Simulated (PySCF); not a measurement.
Compounds:

A. SMILES C/C=C/C=C\CC1CCC1
B. SMILES CC1=C(F)OC(F)=CC1
C. SMILES C#C[C@@H]1C(=O)[SiH2][C@@H]1[SiH2]C

Spectrum 1. $^{1}$H NMR (300 MHz, computed): δ 4.35 (m, 1H), 2.97 (m, 2H), 1.72 (s, 3H). $^{13}$C{$^{1}$H} NMR (computed): δ 165.4 (C), 160.4 (C), 87.9 (C), 78.4 (CH), 31.1 (CH2), 15.3 (CH3).

Spectrum 2. $^{1}$H NMR (300 MHz, computed): δ 5.25 (m, 1H), 5.05 (m, 1H), 4.73 (m, 1H), 4.34 (m, 1H), 4.26 (m, 1H), 2.15 (d, 1H), 1.42 (m, 1H), 0.33 (m, 3H). $^{13}$C{$^{1}$H} NMR (computed): δ 239.3 (C), 85.3 (CH), 84.7 (C), 59.3 (CH), 3.0 (CH), -7.6 (CH3).

Spectrum 3. $^{1}$H NMR (300 MHz, computed): δ 6.78 (m, 1H), 6.21 (m, 1H), 5.93 (m, 1H), 5.40 (m, 1H), 2.29 (m, 2H), 2.27 (m, 1H), 2.14 (m, 2H), 2.00 (d, 3H), 1.95 (m, 1H), 1.84 (m, 1H), 1.68 (m, 2H). $^{13}$C{$^{1}$H} NMR (computed): δ 138.2 (CH), 137.0 (CH), 136.0 (CH), 133.8 (CH), 41.7 (CH2), 35.3 (CH), 27.6 (CH2), 22.7 (CH3), 16.3 (CH2).

- σ from GIAO-PBE0/pcSseg-1
- geometry: GFN2-xTB
- run in PySCF 2.14.0 with density-fitted response routines
- relativity neglected, one averaged value for each set of equivalent atoms, gas phase, single conformer

Chemical shifts δ = σref − σ; $^{1}$H and $^{13}$C vs TMS, all at this level. Splittings of carbon signals by F and P are missing where no couplings were computed. Where no couplings were computed, multiplicities follow the n + 1 count of equivalent neighbours, and m marks all less simple cases (inequivalent or close neighbours, rings, F or P nearby). Shifts are as computed. Against solution values, carbons near 30 ppm lie about +3 ppm off and those near 130 ppm about +5 ppm. Of 1211 compounds with measured shifts, 218 miss one by over three times the rms of a fit or turn the order of signals round; such compounds aren't used in these exercises.

**Question.** Match each spectrum to its structure.

**Answer.** 1–B, 2–C, 3–A.

- Spectrum 1 (B): 6 $^{13}$C signals; δC 165.4 is an alkene carbon bearing oxygen; δC 160.4 is an alkene carbon bearing oxygen.
- Spectrum 2 (C): 6 $^{13}$C signals; δC 85.3 is a terminal alkyne carbon; δC 84.7 is an alkyne carbon.
- Spectrum 3 (A): 9 $^{13}$C signals; δC 138.2 is an alkene CH; δC 137.0 is an alkene CH.
